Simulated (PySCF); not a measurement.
A mixed set of molecules.

All values: CAM-B3LYP/def2-SVPD (PySCF) at GFN2-xTB geometries, gas phase, one conformer each. Core orbitals are frozen in the response; Δα² is half the sum of the squared differences of the principal polarisabilities.

(1) Rank by HOMO energy, highest first.
A. `NCCC[SiH2]F`
B. `NCC[SiH2]CF`
C. `O=C(O)c1cncn1[SiH3]`

(2) Rank by HOMO–LUMO gap, lowest first.
A. `NCC[SiH2]CF`
B. `O=C(O)c1cncn1[SiH3]`
C. `C=Cc1nc(O[SiH3])no1`
D. `C(N)CC[SiH2]F`

(3) Rank by polarisability anisotropy Δα, lowest first.
A. `[NH2:1][CH2:2][CH2:3][SiH2:4][CH2:5][F:6]` with H–N1–C2–C3 169° and -71°, N1–C2–C3–Si4 -41°, C2–C3–Si4–C5 88°, C3–Si4–C5–F6 162°
B. `[CH2:1]=[CH:2][c:3]1[n:4][c:5]([O:6][SiH3:7])[n:8][o:9]1` with C1–C2–C3–N4 0°, N4–C5–O6–Si7 0°
C. `[NH2:1][CH2:2][CH2:3][CH2:4][SiH2:5][F:6]` with H–N1–C2–C3 60° and -59°, N1–C2–C3–C4 -178°, C2–C3–C4–Si5 -64°, C3–C4–Si5–F6 -165°
D. `[O:1]=[C:2]([OH:3])[c:4]1[cH:5][n:6][cH:7][n:8]1[SiH3:9]` with O1–C2–O3–H 0°, O1–C2–C4–C5 180°

## Answers

(1) A (-8.50 eV), C (-8.62 eV), B (-8.87 eV).

(2) C (7.89 eV), B (8.17 eV), D (9.42 eV), A (9.93 eV).

(3) A (1.98 Å³), C (2.22 Å³), D (7.00 Å³), B (7.78 Å³).

All values together:

```json
{"SMILES": "NCCC[SiH2]F", "formula": "C3H10FNSi", "μ (D)": "2.08", "HOMO (eV)": "-8.50", "LUMO (eV)": "0.92", "α (Å³)": "10.50", "Δα (Å³)": "2.22", "electrons": "58", "α per electron (Å³)": "0.181"}
{"SMILES": "NCC[SiH2]CF", "formula": "C3H10FNSi", "μ (D)": "4.12", "HOMO (eV)": "-8.87", "LUMO (eV)": "1.06", "α (Å³)": "10.87", "Δα (Å³)": "1.98", "electrons": "58", "α per electron (Å³)": "0.187"}
{"SMILES": "C=Cc1nc(O[SiH3])no1", "formula": "C4H6N2O2Si", "μ (D)": "3.59", "HOMO (eV)": "-8.73", "LUMO (eV)": "-0.85", "α (Å³)": "13.77", "Δα (Å³)": "7.78", "electrons": "74", "α per electron (Å³)": "0.186"}
{"SMILES": "O=C(O)c1cncn1[SiH3]", "formula": "C4H6N2O2Si", "μ (D)": "2.02", "HOMO (eV)": "-8.62", "LUMO (eV)": "-0.46", "α (Å³)": "13.52", "Δα (Å³)": "7.00", "electrons": "74", "α per electron (Å³)": "0.183"}
```

Conformers: `[NH2:1][CH2:2][CH2:3][CH2:4][SiH2:5][F:6]` with H–N1–C2–C3 60° and -59°, N1–C2–C3–C4 -178°, C2–C3–C4–Si5 -64°, C3–C4–Si5–F6 -165°; `[NH2:1][CH2:2][CH2:3][SiH2:4][CH2:5][F:6]` with H–N1–C2–C3 169° and -71°, N1–C2–C3–Si4 -41°, C2–C3–Si4–C5 88°, C3–Si4–C5–F6 162°; `[CH2:1]=[CH:2][c:3]1[n:4][c:5]([O:6][SiH3:7])[n:8][o:9]1` with C1–C2–C3–N4 0°, N4–C5–O6–Si7 0°; `[O:1]=[C:2]([OH:3])[c:4]1[cH:5][n:6][cH:7][n:8]1[SiH3:9]` with O1–C2–O3–H 0°, O1–C2–C4–C5 180°.
